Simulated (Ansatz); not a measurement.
Consider the ligand exchange at a B–N bond: `NB1[SiH2]S1` + HCl → `ClB1[SiH2]S1` + NH₃.

Computed with Ansatz on PBE0-D4/def2-TZVP structures; ΔE is electronic, products minus reactants. CBS: MP2 limit from def2 TZ/QZ plus the TZ coupled-cluster correction, frozen cores. This one scheme is used for every species. DFT in def2-TZVPP. B3LYP here is the variant with VWN-RPA as its local correlation; programs differ in this. One conformer a species, not always the lowest.

| level | ΔE (kJ/mol) |
| --- | --- |
| r2SCAN-D4 | 29.6 |
| B3LYP-D4 | 32.4 |
| CAM-B3LYP-D4 | 37.3 |
| PBE | 28.5 |
| BLYP | 30.1 |
| BHLYP | 35.9 |
| LC-ωPBE | 36.3 |
| CCSD/CBS(def2) | 30.5 |

(1) What does CCSD(T)/CBS give? (Best estimate.)

Largest T1 diagnostic among the species: 0.015.

## Answers

(1) Ansatz gave: +27.8 kJ/mol. The listed levels differ from it by 1.8, 4.6, 9.5, 0.7, 2.3, 8.1, 8.5, 2.7 kJ/mol.

At CCSD(T), def2-SVP lies +4.9 kJ/mol from the extrapolated value and def2-TZVPP +1.2 kJ/mol. From BLYP to BHLYP (50 % exact exchange), in def2-TZVPP and without D4, ΔE moves by +5.8 kJ/mol. In def2-TZVPP, CCSD(T) changes the Hartree–Fock value by −7.6 kJ/mol (the triples alone add −2.7 kJ/mol) and MP2 by −10.9 kJ/mol.
